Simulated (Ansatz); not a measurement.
Stepwise reaction of `[F][Ga]([SH])[SH]` with water, as a gas-phase model of exchange steps in deposition or etching. ΔE in kJ/mol.

Computed with Ansatz on PBE0-D4/def2-TZVP structures; ΔE is electronic, products minus reactants. CCSD(T)/CBS is the MP2 limit (def2-TZVPP, def2-QZVPP) plus CCSD(T) − MP2 in def2-TZVPP, frozen cores. This one scheme is used for every species. Functionals use def2-TZVPP. B3LYP here is the variant with VWN-RPA as its local correlation; programs differ in this. For Ga outer-core shells are correlated without core-valence functions, which leaves a few kJ/mol of doubt a bond. Scalar relativity is left out up to krypton. Each species was taken in one conformer, which may not be the lowest.

```
step                                               reaction  PBE-D4  B3LYP-D4  ωB97M-V  CCSD(T)/CBS
   1  `[F][Ga]([SH])[SH]` + H₂O → `[OH][Ga]([F])[SH]` + H₂S    38.3      33.4     32.6         35.4
   2  `[OH][Ga]([F])[SH]` + H₂O → `[OH][Ga]([OH])[F]` + H₂S    43.6      38.6     38.5         40.4
```

(1) By hand: ΔE of the 2 steps together at CCSD(T)/CBS.

Answers

(1) (35.4) + (40.4) = 75.8 kJ/mol, or 37.9 kJ/mol a step.

In ΔE each step is higher than the one before. All are uphill at CCSD(T)/CBS. PBE-D4 differs from CCSD(T)/CBS by 2.9 to 3.2 kJ/mol a step. Isolated molecules leave out the surface, adducts and barriers. Largest T1 diagnostic: 0.014.
